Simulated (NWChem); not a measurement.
Species: SiNH3OBrF; SMILES N[Si](O)(F)Br

```xyz
8

N     -0.4760     1.6202    -1.4214
Si     0.0317     0.8158     0.0104
O      1.6034     1.1854     0.3851
F     -1.0095     1.3095     1.1639
Br    -0.0330    -1.4083    -0.0050
H     -0.0102     1.3896    -2.3030
H     -1.4833     1.7307    -1.5693
H      1.7946     2.1374     0.2948
```
Atoms are numbered in this order, from 1.

All runs: NWChem. All runs use the structure optimised with PBE-D3(BJ)/def2-SVP. Vertical excitations in the gas phase; the lowest state need not have the same character in each row.

Question: Among these, which level gives the lowest value of “lowest excitation, singlet (eV)”?
(A) BHandHLYP/def2-SVP, TDA
(B) B3LYP/def2-SVP, TDA
(C) PBE/def2-SVP, TDA

Answer: C, PBE/def2-SVP, TDA. Values: PBE/def2-SVP, TDA 6.29; B3LYP/def2-SVP, TDA 6.90; BHandHLYP/def2-SVP, TDA 7.72
